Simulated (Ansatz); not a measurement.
Ta₂O₄⁺. The state is a doublet with charge 1. Geometry relaxed at r2SCAN-D4/def2-SVP.

```xyz
6

Ta   -1.4111    0.1844    0.1516
Ta    1.2848    0.3244    0.5417
O    -0.1739   -0.6060    1.4211
O     1.8695   -0.6374   -0.7434
O    -1.5093   -0.8127   -1.2321
O    -0.0600    1.5473   -0.1388
```

In the def2 sets Ta takes a core potential; there is no spin–orbit coupling. The structure comes from a short search, and lower isomers may exist.

Problem. Estimate the harmonic wavenumbers at UKS r2SCAN-D4/def2-SVP (Ansatz, unscaled). Is this a minimum?

Solution. 115, 138, 192, 251, 293, 323, 463, 468, 680, 717, 1006, 1026 cm⁻¹. Yes, no mode is imaginary beyond noise. Zero-point energy 33.9 kJ/mol. Hardware: 4 threads of Arm Neoverse V2 on a shared host. Wall time 2.3 min.
